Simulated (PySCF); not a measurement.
This PySCF input asks for the NMR shieldings of `InChI=1S/C5H12F3PSi/c1-9(4-10)3-2-5(6,7)8/h2-4H2,1,10H3`; the geometry comes from GFN2-xTB.

```python
import basis_set_exchange as bse
import numpy as np
from pyscf import gto, dft
from pyscf.prop import nmr

atoms = """
C     0.774038   -1.332719    1.111798
P     0.607144    0.457758    0.678405
C     1.788398    0.521770   -0.743830
Si    3.613927    0.515826   -0.197721
C    -0.955562    0.335120   -0.350991
C    -2.198754    0.182252    0.519331
C    -3.453880    0.178151   -0.327971
F    -3.608616    1.310167   -1.031214
F    -4.566119    0.035713    0.412577
F    -3.466011   -0.825571   -1.221190
H     0.696039   -1.964016    0.227144
H     0.000881   -1.605723    1.827833
H     1.741358   -1.486671    1.584838
H     1.577691   -0.300230   -1.431182
H     1.584083    1.454529   -1.273317
H     3.826640    1.581811    0.779140
H     3.964919   -0.779259    0.391986
H     4.430784    0.731607   -1.394168
H    -0.878513   -0.502304   -1.051050
H    -1.032104    1.260402   -0.929225
H    -2.277169    1.008201    1.229094
H    -2.179584   -0.757430    1.074446
"""
names = dict.fromkeys(["C", "P", "Si", "F", "H"], "pcSseg-1")
basis = {el: gto.basis.parse(bse.get_basis(n, elements=[el], fmt="nwchem")) for el, n in names.items()}
mol = gto.M(atom=atoms, basis=basis, charge=0, verbose=0)
mf = dft.RKS(mol, xc="PBE0")
mf.grids.level = 2
mf.grids.alignment = dft.numint.BLKSIZE   # the property module wants whole blocks of grid points
mf.conv_tol = 1e-9
mf.kernel()

calc = nmr.RKS(mf)   # GIAO
C = mf.mo_coeff
Co = C[:, mf.mo_occ > 0]
resp = mf.gen_response(singlet=True, hermi=2)
def vind(x):   # induced exchange potential for any number of trial vectors
    d = np.einsum("pi,xij,qj->xpq", C, 2 * x.reshape(-1, C.shape[1], Co.shape[1]), Co, optimize=True)
    return np.einsum("xpq,pi,qj->xij", resp(d - d.transpose(0, 2, 1)), C, Co, optimize=True).ravel()
mo1, _ = nmr.rhf.solve_mo1(calc, with_cphf=vind)
sigma = calc.kernel(mo1)
for i, s in enumerate(sigma):   # ppm
    print("%2d %-2s %9.2f" % (i, mol.atom_pure_symbol(i), np.trace(s) / 3))
```

**Question.** What does it print?

**Answer.** 
```
 0 C     169.76
 1 P     376.08
 2 C     173.43
 3 Si    425.83
 4 C     151.34
 5 C     151.33
 6 C      50.70
 7 F     262.35
 8 F     250.52
 9 F     260.59
10 H      31.17
11 H      30.47
12 H      30.32
13 H      31.14
14 H      30.90
15 H      27.83
16 H      27.85
17 H      27.59
18 H      30.38
19 H      29.88
20 H      29.59
21 H      29.76
```

These numbers come from an equivalent density-fitted implementation of the same equations, which agrees with the script to about 0.01 ppm for H and up to a few tenths of a ppm for heavy atoms, so last digits may differ.

Size and cost of the density-fitted run: 244 basis functions, 57 s wall time on 1 thread of an Arm Neoverse V1, shared host; peak memory 1.1 GiB.
